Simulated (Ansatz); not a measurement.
`C[SiH2]N(C)[SiH3]` → `[CH2]` (triplet) + `C[SiH2]N[SiH3]`  (formal loss of a carbene)

Computed with Ansatz on PBE0-D4/def2-TZVP structures; ΔE is electronic, products minus reactants. CCSD(T)/CBS is the MP2 limit (def2-TZVPP, def2-QZVPP) plus CCSD(T) − MP2 in def2-TZVPP, frozen cores. This one scheme is used for every species. Functionals use def2-TZVPP. B3LYP here is the variant with VWN-RPA as its local correlation; programs differ in this. HSE06 is defined as in plane-wave codes. Triplets are unrestricted, without spin–orbit coupling. Each species was taken in one conformer, which may not be the lowest.

```
             level  ΔE (kJ/mol)  difference from CCSD(T)/CBS
       LDA (SPW92)        470.4                         76.9
            PBE-D4        403.0                          9.5
         revPBE-D4        393.1                         -0.4
           BLYP-D4        391.6                         -1.9
         r2SCAN-D4        370.5                        -23.0
            B97M-V        392.5                         -1.0
           PBE0-D4        392.7                         -0.8
          B3LYP-D4        389.6                         -3.9
        r2SCANh-D4        368.6                        -24.9
        r2SCAN0-D4        366.0                        -27.5
          HSE06-D4        392.9                         -0.6
          BHLYP-D4        376.5                        -17.0
      CAM-B3LYP-D4        392.4                         -1.1
           ωB97X-V        406.0                         12.5
           ωB97M-V        396.7                          3.2
            B2PLYP        382.5                        -11.0
          PBE-QIDH        388.8                         -4.7
               PBE        393.1                         -0.4
            revPBE        365.6                        -27.9
              BLYP        370.8                        -22.7
              PBE0        384.1                         -9.4
             B3LYP        374.0                        -19.5
             HSE06        384.8                         -8.7
             BHLYP        364.5                        -29.0
         CAM-B3LYP        383.6                         -9.9
RPA@PBE/def2-TZVPP        380.6                        -12.9
       HF/def2-SVP        254.7                       -138.8
      MP2/def2-SVP        391.4                         -2.1
     CCSD/def2-SVP        375.1                        -18.4
  CCSD(T)/def2-SVP        384.7                         -8.8
     HF/def2-TZVPP        241.5                       -152.0
    MP2/def2-TZVPP        395.7                          2.2
SCS-MP2/def2-TZVPP        396.7                          3.2
CCSD(T)/def2-TZVPP        383.9                         -9.6
     HF/def2-QZVPP        241.7                       -151.8
    MP2/def2-QZVPP        401.3                          7.8
SCS-MP2/def2-QZVPP        403.5                         10.0
      HF/CBS(def2)        241.7                       -151.8
     MP2/CBS(def2)        405.4                         11.9
    CCSD/CBS(def2)        381.1                        -12.4
       CCSD(T)/CBS        393.5                            0
```

Largest T1 diagnostic among the species: 0.011.

In def2-TZVPP, CCSD(T) changes the Hartree–Fock value by +142.3 kJ/mol (the triples alone add +12.5 kJ/mol) and MP2 by +154.2 kJ/mol. From BLYP to BHLYP (50 % exact exchange), in def2-TZVPP and without D4, ΔE moves by −6.2 kJ/mol. Leaving LDA and LC-ωPBE aside and taking each functional with its dispersion term where it has one, the values spread over 40.0 kJ/mol, from r2SCAN0-D4 to ωB97X-V. LDA lies +77.3 kJ/mol from PBE without D4.
